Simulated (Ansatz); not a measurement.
Geometry optimisation, RKS BHLYP-D4/def2-SVP (Ansatz).

Input file:

```yaml
crystal:
  periodic: [false, false, false]
  atoms:
    - { symbol: Ga, position_ang: [-0.0304, 0.0043, -0.0103] }
    - { symbol: H, position_ang: [1.4418, -0.5965, 1.2363] }
    - { symbol: C, position_ang: [0.6655, -0.5662, -1.832] }
    - { symbol: C, position_ang: [-1.0041, 1.4908, 0.9744] }
    - { symbol: H, position_ang: [0.8146, -1.3276, 1.408] }
    - { symbol: Cl, position_ang: [-0.6963, -2.2067, 1.2153] }
    - { symbol: H, position_ang: [1.5007, 0.0571, -2.1583] }
    - { symbol: H, position_ang: [-0.1222, -0.5155, -2.5888] }
    - { symbol: H, position_ang: [1.0065, -1.6016, -1.7518] }
    - { symbol: H, position_ang: [-0.7883, 1.3958, 2.0417] }
    - { symbol: H, position_ang: [-0.7048, 2.4843, 0.6342] }
    - { symbol: H, position_ang: [-2.0831, 1.3819, 0.8312] }
basis:
  gaussian: { orbitals: def2-SVP }
hamiltonian:
  xc: { name: BHLYP }
  dispersion: d4
relax:
  f_tol: 0.15
  max_steps: 25
  restrain:
    - { distance: [0, 5], at: 3.54, k: 30.0 }
    - { distance: [4, 1], at: 1.92, k: 30.0 }
    - { distance: [0, 1], at: 1.53, k: 30.0 }
    - { distance: [4, 5], at: 1.33, k: 30.0 }
```

Command:

```bash
$ ansatz run input.yaml --threads 2 --pin off --max-ram 3072MiB --backend cpu --events-out ev --progress --plain --runs-dir out
```

Where does it end, and by what steps?

The forces met the threshold. The restraints hold the end off the free minimum. After 8 steps the energy has fallen by 0.251 eV (the restraints' own energy left out); Cl6 moved furthest, 0.87 Å. Joined: Ga1–H2 (2.02 → 1.55 Å), H5–Cl6 (1.76 → 1.31 Å).

```json
{"step": "0", "energy less start (eV)": "0.0000", "largest force component (eV/Å)": "1.589", "accepted": "yes"}
{"step": "1", "energy less start (eV)": "0.4687", "largest force component (eV/Å)": "1.534", "accepted": "yes"}
{"step": "2", "energy less start (eV)": "0.2268", "largest force component (eV/Å)": "2.085", "accepted": "yes"}
{"step": "3", "energy less start (eV)": "0.0429", "largest force component (eV/Å)": "1.034", "accepted": "yes"}
{"step": "4", "energy less start (eV)": "-0.0955", "largest force component (eV/Å)": "0.702", "accepted": "yes"}
{"step": "5", "energy less start (eV)": "-0.1852", "largest force component (eV/Å)": "0.594", "accepted": "yes"}
{"step": "6", "energy less start (eV)": "-0.2257", "largest force component (eV/Å)": "0.567", "accepted": "yes"}
{"step": "7", "energy less start (eV)": "-0.2448", "largest force component (eV/Å)": "0.500", "accepted": "yes"}
{"step": "8", "energy less start (eV)": "-0.2512", "largest force component (eV/Å)": "0.520", "accepted": "yes"}
```

```xyz
12
Properties=species:S:1:pos:R:3
Ga 0.403 0.195 0.125
H 1.410 -0.410 1.135
C 0.570 -0.351 -1.759
C -0.918 1.505 0.765
H 0.612 -2.038 1.771
Cl -0.415 -2.849 1.728
H 1.488 0.070 -2.184
H -0.270 -0.020 -2.374
H 0.654 -1.440 -1.838
H -1.009 1.512 1.853
H -0.620 2.511 0.446
H -1.904 1.314 0.330
```

Run time: 28 s on 2 threads of Intel(R) Xeon(R) Platinum 8488C (Sapphire Rapids), on a shared host, peak memory 0.32 GiB.
